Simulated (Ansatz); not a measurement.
Mulliken charges of FH$_{5}$OSSi$_{2}$, SMILES `O[SiH](F)[SiH2]S` from ωB97M-V/def2-TZVPP in Ansatz (PBE0-D4/def2-TZVP geometry).

```json
{"atom": "O1", "x (Å)": "1.390", "y (Å)": "1.351", "z (Å)": "0.710", "charge (e)": "-0.364"}
{"atom": "Si2", "x (Å)": "1.296", "y (Å)": "-0.123", "z (Å)": "0.013", "charge (e)": "0.579"}
{"atom": "F3", "x (Å)": "1.545", "y (Å)": "-0.018", "z (Å)": "-1.568", "charge (e)": "-0.310"}
{"atom": "Si4", "x (Å)": "-0.912", "y (Å)": "-0.868", "z (Å)": "0.262", "charge (e)": "0.100"}
{"atom": "S5", "x (Å)": "-2.091", "y (Å)": "0.864", "z (Å)": "-0.248", "charge (e)": "-0.271"}
{"atom": "H6", "x (Å)": "0.605", "y (Å)": "1.902", "z (Å)": "0.637", "charge (e)": "0.189"}
{"atom": "H7", "x (Å)": "2.399", "y (Å)": "-0.931", "z (Å)": "0.576", "charge (e)": "-0.045"}
{"atom": "H8", "x (Å)": "-1.282", "y (Å)": "-2.049", "z (Å)": "-0.561", "charge (e)": "-0.010"}
{"atom": "H9", "x (Å)": "-1.251", "y (Å)": "-1.131", "z (Å)": "1.684", "charge (e)": "-0.004"}
{"atom": "H10", "x (Å)": "-1.616", "y (Å)": "0.951", "z (Å)": "-1.503", "charge (e)": "0.137"}
```

By hand: the dipole of these point charges (1 e Å = 4.8032 D).

Σ q r = (0.044, -0.322, 0.216) e Å, of length 0.390 e Å = 1.87 D.

How does the dipole of the full density compare? (Estimate.)

Ansatz gave: (-0.167, -0.114, 0.056) e Å, 1.01 D; the point charges give 1.85 times that, at 60° from its direction.

Point charges leave out the atoms' own dipoles, such as those of lone pairs, and Mulliken's split depends on the basis, so the two needn't agree.
